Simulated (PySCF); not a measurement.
Species: CH4O3Si.
Bonds: O1–C2 (double), C2–Si3, Si3–O4, Si3–O5. Hydrogens: H6 on C2; H7 on Si3; H8 on O4; H9 on O5.

Level of theory: PBE0-D3(BJ)/def2-SVP geometry optimisation, gas phase (PySCF 2.14.0).

Entries marked ? are missing. Bonds in one row agree within 0.01 Å.

```csv
coordinate,value
O1=C2,?
C2–Si3,?
"Si3–O4, Si3–O5",?
C2–H6,1.123 Å
Si3–H7,1.487 Å
"O4–H8, O5–H9",0.966 Å
O1–C2–Si3,116.1°
O1–C2–H6,?
Si3–C2–H6,?
C2–Si3–O4,104.3°
C2–Si3–O5,101.8°
C2–Si3–H7,115.6°
O4–Si3–O5,?
O4–Si3–H7,110.5°
Si3–O4–H8,118.3°
Si3–O5–H9,109.8°
```

Q: Fill in the missing values.

A: 
- O1=C2 = 1.212 Å, drawn double (carbonyl oxygen to carbonyl carbon); 0.18 Å below the sum of covalent radii, 1.39 Å.
- C2–Si3 = 1.923 Å, drawn single (carbonyl carbon to oxygen-bound silicon); 0.08 Å above the sum of covalent radii, 1.84 Å.
- Si3–O4, Si3–O5 = 1.653 Å, drawn single (oxygen-bound silicon to silanol oxygen); 0.12 Å below the sum of covalent radii, 1.77 Å.
- O1–C2–H6 = 119.6°, at the carbonyl carbon; the outer atoms are 2.018 Å apart.
- Si3–C2–H6 = 124.3°, at the carbonyl carbon; the outer atoms are 2.719 Å apart.
- O4–Si3–O5 = 115.2°, at the oxygen-bound silicon; the outer atoms are 2.791 Å apart.

Radii are Cordero's, carbon taken as 0.76, 0.73 or 0.69 Å for four, three, and two or fewer neighbours.

No frequency check. The numbers are those of one conformer (O1–C2–Si3–O4 114°, C2–Si3–O4–H 178°, C2–Si3–O5–H 12°).

Hardware: one thread, Arm Neoverse V1 (aarch64), no GPU (shared host). Cost: 76 s of wall time, 0.39 GiB resident at most. These figures are those of the optimisation.
